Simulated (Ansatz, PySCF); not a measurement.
Molecule: AsH2, net charge 0, doublet state. SMILES: [AsH2]
Geometry from a B3LYP-D3(BJ)/def2-TZVP (Ansatz, an electronic-structure program) optimisation:
```xyz
3

As    -0.0239    -0.0491    -0.0281
H     -0.0021     1.4525    -0.3209
H      0.7904     0.1673     1.2490
```
Charge 0, spin multiplicity 2.

Property: atomisation energy (electronic, to ground-state atoms), in kcal/mol. Valence correlation only, unless marked. Open shells are spin-unrestricted. Spin-orbit coupling is left out. Frozen are the shells of the preceding noble gas and the d and f shells that filled before the atom's block. Non-relativistic. The coupled-cluster limit lacks core correlation, which all-electron functionals hold. CBS marks a two-point X^-3 extrapolation of the correlation energy; Hartree-Fock from the larger set (for Q and 5 zeta extrapolated as (X+1)exp(-9√X)).

```
level                         program  atomisation energy (kcal/mol)
----------------------------  -------  -----------------------------
MN15/def2-TZVPD                 PySCF                          139.3
wB97M-V/def2-TZVPD             Ansatz                              …
CCSD/cc-pVTZ                   Ansatz                              …
CCSD(T)/CBS(cc-pVQZ,cc-pV5Z)   Ansatz                          139.3
```

### Question
Fill in the missing entries.

### Answer

- wB97M-V/def2-TZVPD, atomisation energy (kcal/mol): 141.7
- CCSD/cc-pVTZ, atomisation energy (kcal/mol): 133.4
